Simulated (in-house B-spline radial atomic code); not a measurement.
Settings and results of a run for Tm XIX (Tm18+). Computed with an all-electron radial atomic-structure program (B-spline basis): scalar-relativistic (X2C) LDA PW92, spin-polarised, spherical fractional occupations, Fermi nucleus of rms radius 5.2256 fm.

Command:
```bash
python run_scf.py task.json out
```
Settings (nuclear radius in fm, mass in u):
```
Z                69
configuration    [Kr] 4d10 4f5
hamiltonian      x2c
method           lda,pw
spin_polarised   True
nucleus          fermi
rms_radius       5.2256
atomic_mass      168.93422
speed_of_light   137.035999084
```

Output (hartree, bohr):
```
 radial grid: 61 intervals, B-splines of order 8, outer radius 5.5615 bohr

 iter        energy (Eh)    residual
    1      -13369.626516    3.09e+00
    2      -13421.887315    1.47e+00
    3      -13440.015293    4.05e-01
    4      -13441.409291    1.02e-01
    5      -13441.469340    5.37e-02
    6      -13441.495919    3.28e-03
    7      -13441.495983    2.01e-04
    8      -13441.495984    3.29e-06
    9      -13441.495984    2.00e-07

 total energy                    -13441.49598
 kinetic                           14897.4755
 electron-nucleus                 -32465.4149
 Hartree                            4389.6632
 exchange-correlation               -263.2197

 orbital      occ     eigenvalue          <r>       <r^2>       <1/r>       r_max
 1s up      1.000     -2186.9300    0.0192685 0.000516995     85.6624     0.01172
 1s down    1.000     -2186.9308    0.0192685 0.000516995     85.6624     0.01172
 2s up      1.000      -382.9820    0.0842206  0.00844441     19.8867     0.07181
 2s down    1.000      -382.9756    0.0842177  0.00844374     19.8873     0.07181
 2p up      3.000      -341.1293    0.0749486  0.00687618      17.151     0.05803
 2p down    3.000      -341.1249    0.0749457  0.00687553     17.1514     0.05803
 3s up      1.000       -99.2686     0.220715   0.0558037     7.15651      0.2037
 3s down    1.000       -99.1291     0.220534   0.0557121     7.16429      0.2036
 3p up      3.000       -86.5231     0.219728   0.0560503     6.41787      0.2002
 3p down    3.000       -86.3850     0.219508   0.0559385     6.42513      0.2001
 3d up      5.000       -70.3272     0.199855   0.0468559     6.01179      0.1632
 3d down    5.000       -70.2193     0.199588   0.0467232     6.01853      0.1631
 4s up      1.000       -32.4195     0.486006    0.266247     3.05329      0.4601
 4s down    1.000       -32.1752      0.48644    0.266722     3.04874      0.4602
 4p up      3.000       -28.0762     0.509263    0.294116     2.75388      0.4781
 4p down    3.000       -27.8388     0.509887    0.294837     2.74886      0.4783
 4d up      5.000       -22.2022     0.533284    0.326682      2.4809      0.4873
 4d down    5.000       -21.9705     0.534375    0.328046     2.47462      0.4876
 4f up      5.000       -15.6993     0.550065    0.353055     2.16293      0.4449
```

Time taken, with all properties: 0.3 s on 1 thread of Arm Neoverse V1, on a shared host.

One-electron X2C: radii and densities carry no picture-change correction, so inner-shell <1/r> comes out high (for 1s by about 2 % at Z = 33, 5 % at 54, 10 % at 75, 30 % at 118) and <r> low.
